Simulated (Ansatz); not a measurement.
**Worked example: C3H8BF + C4H5 → C3H8B + C4H5F**

Species: C3H8BF `CCB(C)F`, singlet; C4H5 `[CH2]C#CC`, doublet; C3H8B `C[B]CC`, doublet; C4H5F `CC#CCF`, singlet. A radical takes F: the energy is the difference in strength between the B–F bond broken and the C–F bond made.

Shapes, held fixed at every level: PBE0-D4/def2-TZVP. Flexible molecules stand in one conformer, not always the lowest. Programs: Ansatz 0.2.0. Electronic energies: no zero-point or thermal term.

At B2PLYP/def2-TZVPP; 1 Eh = 2625.50 kJ/mol:

```
species  energy (Eh)
 C3H8BF  -243.806135
   C4H5  -155.238347
  C3H8B  -143.814974
  C4H5F  -255.114686
```

Work out ΔE of the reaction at this level.


1. Products less reactants: (-143.814974) + (-255.114686) − [(-243.806135) + (-155.238347)] = 0.114822 Eh = +301.5 kJ/mol.

Other levels give +294.9 (PBE-D4/def2-TZVPP) to +317.3 kJ/mol (HF/def2-SVP). No measured value is set beside it here. Spin contamination: C4H5 (⟨S²⟩ up to 0.94). Open shells run unrestricted.
